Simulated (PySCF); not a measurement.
YO2, SMILES [O]=[Y]=[O] (connectivity only; charge and spin as stated), neutral, multiplicity 2.

Geometry optimised at PBE0-D3(BJ)/def2-TZVP. The geometry has at least one imaginary mode, so it is a saddle point at that level. The def2 effective core potentials stand for the cores of Y; spin–orbit coupling is left out.

Method: PBE0-D3(BJ)/def2-TZVP (PySCF).

Frequencies are harmonic and unscaled.

```csv
mode,ν (cm⁻¹),IR (km/mol),moving atoms (share of kinetic energy)
1,114i,240.8,"O 77 %, Y 23 %"
2,120,48.3,"O 80 %, Y 20 %"
3,709,43.6,O 94 %
```
